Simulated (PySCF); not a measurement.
C6H4F2, SMILES F[C@H](C=C=CF)C#C. Geometry optimised at PBE0-D3(BJ)/def2-SVP. The structure was generated by enumeration; whether it is a known compound was not checked. One conformer was computed; it need not be the lowest.

Question: Give the equilibrium geometry at PBE0-D3(BJ)/def2-SVP (PySCF confirms it by a frequency run) as bond lengths and angles. (Estimate from the structure and the level; the computed values follow.)

Answer: Several could match; the one computed here: 
Atoms: C1 C2 C3 F4 C5 C6 C7 F8 H9 H10 H11 H12. Bonded distances (Å): C1–C2 1.209, C1–H9 1.075, C2–C3 1.465, C3–F4 1.366, C3–C5 1.511, C3–H10 1.108, C5–C6 1.307, C5–H11 1.098, C6–C7 1.308, C7–F8 1.332, C7–H12 1.095. Bond angles (°): C2–C1–H9 179.6, C1–C2–C3 178.9, C2–C3–F4 110.7, C2–C3–C5 110.8, C2–C3–H10 108.3, F4–C3–C5 110.7, F4–C3–H10 107.7, C5–C3–H10 108.4, C3–C5–C6 123.4, C3–C5–H11 115.5, C6–C5–H11 121.1, C5–C6–C7 177.8, C6–C7–F8 123.4, C6–C7–H12 123.3, F8–C7–H12 113.3.
Charge 0, spin multiplicity 1.
